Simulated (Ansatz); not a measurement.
Mulliken charges of `Cl[SiH2][SiH]1CO1` from B3LYP/def2-TZVPP in Ansatz (PBE0-D4/def2-TZVP geometry).

| atom | x (Å) | y (Å) | z (Å) | charge (e) |
| --- | --- | --- | --- | --- |
| Cl1 | -3.013 | -0.770 | 0.682 | -0.248 |
| Si2 | -1.521 | 0.653 | 0.607 | 0.331 |
| Si3 | 0.166 | -0.174 | -0.772 | 0.378 |
| C4 | 1.778 | -0.645 | -0.091 | -0.106 |
| O5 | 1.613 | 0.665 | -0.720 | -0.406 |
| H6 | -2.116 | 1.910 | 0.089 | -0.048 |
| H7 | -1.004 | 0.873 | 1.979 | -0.046 |
| H8 | -0.260 | -0.670 | -2.103 | -0.068 |
| H9 | 1.994 | -0.589 | 0.974 | 0.106 |
| H10 | 2.447 | -1.303 | -0.643 | 0.107 |

By hand: the dipole of these point charges (1 e Å = 4.8032 D).

Σ q r = (0.102, -0.148, 0.124) e Å, of length 0.218 e Å = 1.05 D.

How does the dipole of the full density compare? (Estimate.)

Computed: (-0.053, -0.100, 0.051) e Å, 0.60 D; the point charges give 1.75 times that, at 55° from its direction.

Point charges leave out the atoms' own dipoles, such as those of lone pairs, and Mulliken's split depends on the basis, so the two needn't agree.

B3LYP here is the variant with VWN-RPA as its local correlation; programs differ in this.
